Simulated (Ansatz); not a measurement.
Cost and result for the atomization energy of CH₇BGaN, SMILES `B[NH][GaH][CH3]` (11 atoms, 10 bonds).

Z-matrix (Å, degrees):
```
C
Ga 1 1.954
H 1 1.093 2 109.9
H 1 1.092 2 110.1 3 -117.7
H 1 1.090 2 111.8 3 120.9
N 2 1.864 1 117.4 3 61.9
H 2 1.568 1 128.1 3 -118.0
B 6 1.397 2 125.6 1 -0.1
H 6 1.010 2 117.5 1 -180.0
H 8 1.202 6 119.1 2 0.2
H 8 1.201 6 120.7 2 -179.8
```

Total charge 0; spin multiplicity 1. Correlated methods include outer-core shells of Ga, which these sets cover unevenly. Scalar relativity is left out up to krypton. The geometry is a stationary point of PBE0-D4/def2-TZVP. It is one conformer, not always the lowest. Program: Ansatz. All runs use 4 threads of an AMD EPYC 7B13 on a shared host. Times are those of one run each, without the atoms' runs, and a repeat can differ threefold. Electronic energies, without spin–orbit coupling; frozen cores. CCSD(T)/CBS adds CCSD(T) − MP2 in def2-TZVPP to the MP2 limit, and its time is that of the two runs behind it. T1 = 0.012. With those shells the extrapolation isn't a true limit. B3LYP takes the VWN-RPA correlation (the form of Gaussian; ORCA's B3LYP/G).

CCSD(T)/CBS is a level of theory with its own doubt, some kJ/mol a heavy atom from the limit and from the frozen cores, so smaller differences don't rank the functionals.

| level | functions | wall time |
| --- | --- | --- |
| revPBE-D4/def2-TZVPP | 239 | 1.5 s |
| BLYP-D4/def2-TZVPP | 239 | 1.7 s |
| BHLYP-D4/def2-TZVPP | 239 | 2.2 s |
| CAM-B3LYP-D4/def2-TZVPP | 239 | 2.6 s |
| r2SCAN-D4/def2-TZVPP (with forces) | 239 | 3.3 s |
| B3LYP-D4/def2-TZVPP (with forces) | 239 | 3.3 s |
| B2PLYP/def2-TZVPP | 239 | 3.8 s |
| CCSD(T)/def2-SVP | 109 | 4.6 s |
| ωB97X-V/def2-TZVPP | 239 | 5.5 s |
| ωB97M-V/def2-TZVPP (with forces) | 239 | 7.5 s |
| MP2/def2-QZVPP | 470 | 16 s |
| CCSD(T)/def2-TZVPP | 239 | 88 s |
| CCSD(T)/CBS(def2) | – | 100 s |

Problem. What atomization energy does each give, and how far from CCSD(T)/CBS? (Best estimate.)

Solution. Computed: 
```csv
level,atomization (kcal/mol),difference from CCSD(T)/CBS,per bond
revPBE-D4/def2-TZVPP,890.2,-11.7,-1.2
BLYP-D4/def2-TZVPP,897.5,-4.4,-0.4
BHLYP-D4/def2-TZVPP,885.2,-16.7,-1.7
CAM-B3LYP-D4/def2-TZVPP,908.5,6.6,0.7
r2SCAN-D4/def2-TZVPP (with forces),903.3,1.4,0.1
B3LYP-D4/def2-TZVPP (with forces),903.1,1.2,0.1
B2PLYP/def2-TZVPP,894.6,-7.3,-0.7
CCSD(T)/def2-SVP,857.4,-44.5,-4.5
ωB97X-V/def2-TZVPP,905.1,3.2,0.3
ωB97M-V/def2-TZVPP (with forces),903.8,1.9,0.2
MP2/def2-QZVPP,902.0,0.1,0.0
CCSD(T)/def2-TZVPP,883.2,-18.7,-1.9
CCSD(T)/CBS(def2),901.9,0.0,0.0
```

From PBE to PBE0 (25 % exact exchange), in def2-TZVPP and without D4, the atomization energy moves by −8.9 kcal/mol: exact exchange takes away binding that semilocal exchange gives to molecules. Leaving LDA and LC-ωPBE aside and taking each functional with its dispersion term where it has one, the values, not all of them listed here, spread over 24.8 kcal/mol, from BHLYP-D4 to PBE-D4. LDA lies +109.7 kcal/mol from PBE without D4, its usual overbinding. In def2-TZVPP, CCSD(T) changes the Hartree–Fock value by +210.1 kcal/mol (the triples alone add +10.6 kcal/mol) and MP2 by +217.8 kcal/mol; breaking electron pairs costs correlation energy, which Hartree–Fock lacks.
